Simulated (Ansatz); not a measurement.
Ansatz (a program for electronic structure) input (RI-MP2/aug-cc-pVTZ):
A basis named .json is the Basis Set Exchange file of that set.

Ansatz 0.2 input:
```yaml
crystal:
  periodic: [false, false, false]
  atoms:
    - {symbol: C, position_ang: [-3.17117838, -0.89947288, 0.73249435]}
    - {symbol: C, position_ang: [-2.34127852, -0.37361522, -0.16080218]}
    - {symbol: C, position_ang: [-1.22137835, 0.54242604, 0.17791778]}
    - {symbol: Se, position_ang: [0.51151061, -0.39870466, -0.09702058]}
    - {symbol: C, position_ang: [1.60360822, 1.14547987, -0.34496987]}
    - {symbol: C, position_ang: [2.89298338, 1.20188952, -0.03677966]}
    - {symbol: H, position_ang: [-3.08065457, -0.67580917, 1.78934274]}
    - {symbol: H, position_ang: [-3.96902766, -1.56872824, 0.43891876]}
    - {symbol: H, position_ang: [-2.44718493, -0.62815570, -1.21082661]}
    - {symbol: H, position_ang: [-1.26793147, 0.87972314, 1.21070868]}
    - {symbol: H, position_ang: [-1.19154002, 1.40517254, -0.48758708]}
    - {symbol: H, position_ang: [1.10114812, 1.97958641, -0.82258515]}
    - {symbol: H, position_ang: [3.40855784, 0.38270519, 0.44865183]}
    - {symbol: H, position_ang: [3.47873368, 2.08122027, -0.27508632]}
basis:
  gaussian:
    orbitals: aug-cc-pVTZ
    fitting: {mean_field: def2-universal-jkfit, correlation: aug-cc-pVTZ-RIFIT.json}
magnetization: {spin_polarized: true, initial_magnetization: 2}
correlation: {method: mp2, electrons: outside_noble_gas}
```

End of the output:

```
mean field: 2.78 GiB planned
mean field evaluation 1: about -70569.9939 eV, gradient 3.8e1 eV
mean field evaluation 2: about -70569.9819 eV, gradient 3.8e1 eV
mean field evaluation 4: about -70578.4070 eV, gradient 3.1e0 eV
mean field evaluation 8: about -70578.7371 eV, gradient 1.6e0 eV
mean field evaluation 16: about -70579.6383 eV, gradient 1.4e-4 eV
mean field evaluation 32: about -70579.4457 eV, gradient 7.6e-1 eV
mean field evaluation 64: about -70576.0027 eV, gradient 4.7e0 eV
mean field evaluation 96: about -70580.3666 eV, gradient 3.6e-3 eV
mean field -70580.36658812 eV, -2593.7806310226 hartree, gradient 2.4e-6 eV, S^2 2.034960; 12 other end points of the search recorded, 0 dependent functions left out
19 core orbitals not correlated
1089 factors; their error is unknown
reference -70580.36658812 eV, -2593.7806310226 hartree; 18, 16 occupied and 436, 438 virtual orbitals, 1089 factors
second order -25.87248076 eV of doubles, -0.00000000 eV of singles
Total energy: -70606.23906888 eV, -2594.7314271535 hartree
```

This state (charge 0, triplet) is run at the relaxed geometry of the species with charge 0 and multiplicity 1, and is a spin state other than that species' own.
